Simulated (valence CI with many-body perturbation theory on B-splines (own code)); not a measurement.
## Tb³³⁺: electric-dipole lines

Method: configuration interaction combined with many-body perturbation theory (CI+MBPT): four valence electrons over a frozen Dirac-Fock core [Ar] 3d10, a basis of 11 s, 11 p, 10 d, 8 f, 5 g, 2 h functions for each j, with the one-electron correlation potential Σ1 (screened to all orders), the two-electron term Σ2, the three-electron term Σ3, Breit, model QED; selected single and double excitations, second order for the rest, scaled by the run's own slope (own B-spline code, finite nucleus).

No measured spectrum was set against this ion. As an estimate, large intervals hold to a few tenths of a per cent, small ones and those within an open d or f shell to about a per cent. Among the levels kept, up to 400 cm⁻¹ of a level comes from second order outside the variational space, and about a tenth of that is noise between levels of different J, which matters for small intervals.

Lines 101 to 150 of 564 in falling wavelength, among levels below 448.97 eV, chosen from the strongest by gf and those to the six lowest levels. Wavelengths and rates use the calculated energies. Electric multipoles are in the length gauge, E1 and E2 with the static RPA response of the core. Weak lines are less certain than strong ones. Lines between different terms over intervals too small for the method are left out, as are lines whose strength nearly cancels. Where a level lies close to another of its J and parity, the split of strength between their lines is uncertain. The highest levels of a list are the least certain.

Levels are named by their leading jj configuration (3d3/2^4 stands for four electrons in 3d with j = 3/2), which in mixed levels can hold well under half, so a name can repeat and another be missing. Letters in brackets count levels of one name in rising energy.

```csv
λ vac (Å),Upper,Lower,A (s⁻¹),S (a.u.)
96.72,(4s 4p1/2 4d3/2 4d5/2) J=4 [c],(4s 4p1/2 4p3/2 4d5/2) J=3 [b],1.81e+10,7.28e-02
96.65,(4p1/2 4p3/2^2 4d3/2) J=2 [c],(4s 4p1/2 4p3/2 4d3/2) J=3 [c],3.91e+10,8.71e-02
96.51,(4s 4p1/2 4p3/2^2) J=0,(4s^2 4p1/2 4p3/2) J=1,9.72e+10,4.31e-02
96.41,(4s 4p1/2 4p3/2 4f5/2) J=4 [a],(4s 4p1/2 4p3/2 4d5/2) J=3 [b],2.46e+10,9.81e-02
96.30,(4s 4p3/2^2 4d3/2) J=1 [b],(4s^2 4p3/2 4d3/2) J=2,9.49e+10,1.25e-01
96.08,(4s^2 4p3/2 4d3/2) J=2,(4s^2 4p3/2^2) J=2,2.00e+08,4.37e-04
95.92,(4s 4p3/2^2 4d5/2) J=4 [b],(4s^2 4p3/2 4d3/2) J=3,2.74e+10,1.07e-01
95.61,(4p1/2 4p3/2^2 4d5/2) J=1 [a],(4s 4p1/2 4p3/2 4d3/2) J=1 [b],4.13e+10,5.34e-02
95.60,(4p1/2^2 4p3/2 4d5/2) J=1,(4s 4p1/2^2 4d5/2) J=2,9.10e+10,1.18e-01
95.58,(4s 4p3/2^2 4d5/2) J=4 [b],(4s^2 4p3/2 4d5/2) J=4,5.68e+10,2.20e-01
95.54,(4s 4p1/2^2 4p3/2) J=1,(4s^2 4p1/2^2) J=0,1.16e+11,1.50e-01
95.51,(4s 4p1/2 4p3/2 4f7/2) J=5 [b],(4s 4p1/2 4p3/2 4d5/2) J=4 [b],3.69e+10,1.74e-01
95.44,(4s 4p1/2 4p3/2 4d5/2) J=1 [b],(4s^2 4p1/2 4d5/2) J=2,8.17e+10,1.05e-01
95.35,(4s 4p1/2 4p3/2 4d5/2) J=2 [c],(4s^2 4p1/2 4d5/2) J=2,2.80e+10,5.98e-02
95.29,(4p1/2 4p3/2^2 4d3/2) J=2 [a],(4s 4p1/2 4p3/2 4d3/2) J=3 [a],3.83e+10,8.19e-02
95.24,(4s 4p1/2 4p3/2 4d5/2) J=3 [d],(4s^2 4p1/2 4d5/2) J=3,7.34e+10,2.19e-01
95.23,(4s 4p3/2^2 4d5/2) J=3 [a],(4s^2 4p3/2 4d3/2) J=3,4.78e+10,1.43e-01
95.06,(4p1/2^2 4p3/2^2) J=0,(4s 4p1/2^2 4p3/2) J=1,1.61e+11,6.81e-02
95.01,(4s 4p1/2 4p3/2 4d3/2) J=3 [c],(4s^2 4p1/2 4d3/2) J=2,6.02e+10,1.78e-01
94.98,(4p1/2 4p3/2^2 4d5/2) J=3 [b],(4s 4p1/2 4p3/2 4d5/2) J=4 [c],5.02e+10,1.49e-01
94.97,(4p1/2^2 4p3/2 4d3/2) J=2,(4s 4p1/2^2 4d3/2) J=1,2.71e+10,5.72e-02
94.81,(4s 4p3/2^2 4d5/2) J=1 [a],(4s^2 4p3/2 4d3/2) J=0,5.75e+10,7.25e-02
94.75,(4s 4p1/2 4p3/2^2) J=1 [a],(4s^2 4p1/2 4p3/2) J=1,1.03e+11,1.29e-01
94.66,(4p1/2^2 4p3/2 4d3/2) J=3,(4s 4p1/2^2 4d3/2) J=2,3.90e+10,1.14e-01
94.59,(4s 4p1/2 4p3/2 4d3/2) J=1 [d],(4s 4p1/2 4p3/2^2) J=1 [a],4.26e+10,5.34e-02
94.59,(4s 4p1/2 4p3/2 4f7/2) J=3 [b],(4s 4p1/2 4p3/2 4d5/2) J=3 [d],2.80e+10,8.20e-02
94.57,(4p1/2 4p3/2^2 4d5/2) J=2 [b],(4s 4p1/2 4p3/2 4d5/2) J=3 [b],5.35e+10,1.12e-01
94.56,(4p1/2 4p3/2^2 4d3/2) J=1 [c],(4s 4p1/2 4p3/2 4d3/2) J=2 [d],7.92e+10,9.91e-02
94.52,(4s 4p1/2 4d3/2 4d5/2) J=4 [a],(4s 4p1/2 4p3/2 4d3/2) J=4,2.57e+10,9.63e-02
94.48,(4p1/2 4p3/2^2 4d3/2) J=2 [d],(4s 4p1/2 4p3/2 4d3/2) J=2 [c],2.59e+10,5.40e-02
94.39,(4s^2 4p3/2 4d3/2) J=3,(4s^2 4p3/2^2) J=2,9.92e+09,2.88e-02
94.26,(4s 4p1/2 4d5/2^2) J=4 [b],(4s 4p1/2 4p3/2 4d5/2) J=3 [d],4.23e+10,1.57e-01
93.99,(4p1/2 4p3/2^2 4d3/2) J=1 [a],(4s 4p1/2 4p3/2 4d3/2) J=2 [a],6.00e+10,7.38e-02
93.89,(4s 4p3/2^3) J=1,(4s^2 4p3/2^2) J=0,5.32e+09,6.52e-03
93.89,(4p1/2 4p3/2^2 4d5/2) J=3 [c],(4s 4p1/2 4p3/2 4d5/2) J=4 [c],4.14e+10,1.18e-01
93.87,(4s 4p3/2^2 4d5/2) J=2 [c],(4s^2 4p3/2 4d5/2) J=3,5.64e+10,1.15e-01
93.79,(4p1/2 4p3/2^2 4d3/2) J=2 [c],(4s 4p1/2 4p3/2 4d3/2) J=2 [b],5.01e+10,1.02e-01
93.71,(4p1/2 4p3/2^2 4d3/2) J=3,(4s 4p1/2 4p3/2 4d3/2) J=3 [b],2.31e+10,6.55e-02
93.69,(4p1/2 4p3/2^2 4d3/2) J=2 [a],(4s 4p1/2 4p3/2 4d3/2) J=1 [a],4.54e+10,9.21e-02
93.69,(4s 4p1/2 4d3/2 4d5/2) J=4 [b],(4s 4p1/2 4p3/2 4d3/2) J=3 [c],8.59e+10,3.14e-01
93.67,(4s 4p1/2 4p3/2^2) J=1 [b],(4s^2 4p1/2 4p3/2) J=2,1.62e+11,1.97e-01
93.60,(4s 4p3/2^2 4d5/2) J=1 [a],(4s^2 4p3/2 4d3/2) J=2,9.30e+10,1.13e-01
93.49,(4s 4p1/2 4d3/2 4d5/2) J=3 [e],(4s 4p1/2 4p3/2 4d3/2) J=2 [d],7.84e+10,2.21e-01
93.49,(4p1/2^2 4p3/2 4d5/2) J=3,(4s 4p1/2^2 4d5/2) J=3,3.42e+10,9.67e-02
93.47,(4s 4p1/2 4p3/2^2) J=2 [b],(4s^2 4p1/2 4p3/2) J=2,1.53e+11,3.08e-01
93.30,(4s 4p3/2^2 4d5/2) J=3 [b],(4s^2 4p3/2 4d3/2) J=3,6.17e+10,1.73e-01
93.23,(4s 4p1/2 4d3/2 4d5/2) J=3 [a],(4s 4p1/2 4p3/2 4d3/2) J=2 [a],4.84e+10,1.35e-01
93.17,(4p1/2 4p3/2^2 4d5/2) J=3 [b],(4s 4p1/2 4p3/2 4d5/2) J=4 [b],5.10e+10,1.42e-01
93.17,(4p1/2^2 4p3/2^2) J=2,(4s 4p1/2^2 4p3/2) J=2,9.79e+10,1.95e-01
93.14,(4p1/2 4p3/2^2 4d5/2) J=3 [c],(4s 4p1/2 4p3/2 4d3/2) J=2 [d],2.09e+10,5.83e-02
```
